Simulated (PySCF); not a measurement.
TDDFT excited states: C7H13N

C7H13N.
SMILES: `C[C@@H]1C[C@@H]2CC[C@H]1N2`

The calculation used TDDFT B3LYP/def2-SVPD, vertical, gas phase, core orbitals frozen in the response (PySCF). Isolated species at its PBE0-D3(BJ)/def2-SVP geometry, gas phase.

| state | E (eV) | λ (nm) | f | main configurations (H = HOMO, L = LUMO) |
| --- | --- | --- | --- | --- |
| S1 | 5.91 | 209.7 | 0.020 | H→L (94%) |
| S2 | 6.63 | 186.9 | 0.0035 | H→L+1 (91%) |
| S3 | 6.86 | 180.7 | 0.0050 | H→L+2 (91%) |
| S4 | 6.97 | 177.9 | 0.0027 | H→L+3 (88%) |
| S5 | 7.36 | 168.4 | 0.0089 | H→L+4 (85%) |
| S6 | 7.43 | 166.9 | 0.0008 | H-1→L (99%) |
| S7 | 7.54 | 164.4 | 0.0069 | H→L+5 (78%), H→L+6 (11%), H→L+4 (10%) |
| S8 | 7.63 | 162.4 | 0.0043 | H→L+7 (66%), H→L+6 (28%) |
| S9 | 7.69 | 161.2 | 0.0075 | H→L+6 (57%), H→L+7 (29%), H→L+5 (11%) |
| S10 | 7.92 | 156.6 | 0.042 | H→L+8 (95%) |

Triplets (Tamm–Dancoff): T1 5.77 eV, H→L (87%); T2 6.56 eV, H→L+1 (81%), H→L (10%); T3 6.79 eV, H→L+2 (91%); T4 6.86 eV, H→L+3 (87%).

The lowest singlet comes at 210 nm (571 kJ/mol) in the ultraviolet; it is weak; its leading configuration is HOMO→LUMO (94%). The strongest level in the table is S10 at 7.92 eV (157 nm, f = 0.042). It is the last of those listed, so stronger ones may follow. Löwdin shares by element: HOMO nitrogen 62%, carbon 19% or more (atoms not listed hold the other 19%); LUMO carbon 17% or more, hydrogen 16% or more (atoms not listed hold the other 67%). Orbital energies (eV): HOMO-3 -8.91, HOMO-2 -8.51, HOMO-1 -7.96, HOMO -6.51, LUMO 0.34, LUMO+1 0.91, LUMO+2 1.17. The listed states span 2.00 eV, and the widest gap between neighbours is 0.72 eV (S1 to S2). Of the 10 states listed, 2 reach f = 0.01 and none stays under 0.0005. The vertical ionisation energy (ΔSCF) is 8.83 eV, 0.91 eV above S10. Singlets were solved by full linear response, triplets in the Tamm–Dancoff approximation.
